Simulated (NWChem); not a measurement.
System: C$_{3}$H$_{5}$ClSi; SMILES C#CC[SiH2]Cl

Input file for NWChem:

```
start job
memory heap 200 mb stack 900 mb global 1100 mb
geometry units angstroms noautosym nocenter noautoz
  C      1.049102    -2.632850    -0.310339
  C      0.168267    -1.921480     0.110557
  C     -0.883317    -1.031011     0.583056
  Si    -0.883288     0.649670    -0.301774
  Cl     0.821779     1.733988     0.187677
  H      1.827362    -3.266513    -0.669754
  H     -1.875658    -1.477690     0.417637
  H     -0.798127    -0.858959     1.664693
  H     -2.058456     1.438217     0.147034
  H     -0.909222     0.467988    -1.771004
end
basis spherical
  * library def2-svp
end
dft
  xc xpbe96 cpbe96
  iterations 150
end
property
  efieldgrad
end
task dft property
```

The geometry was optimised at B3LYP/6-31G* (spherical d).

Vzz is the largest principal value of the second derivative of the potential at the nucleus (NWChem prints the opposite sign); η is the asymmetry. Non-relativistic.

Atoms are numbered as in the input.

Problem. Predict the main results of this run. (PBE/def2-SVP.) Quantities: Vzz Cl5 (a.u.); η Cl5.

Solution. Vzz Cl5 (a.u.): 2.127
η Cl5: 0.04
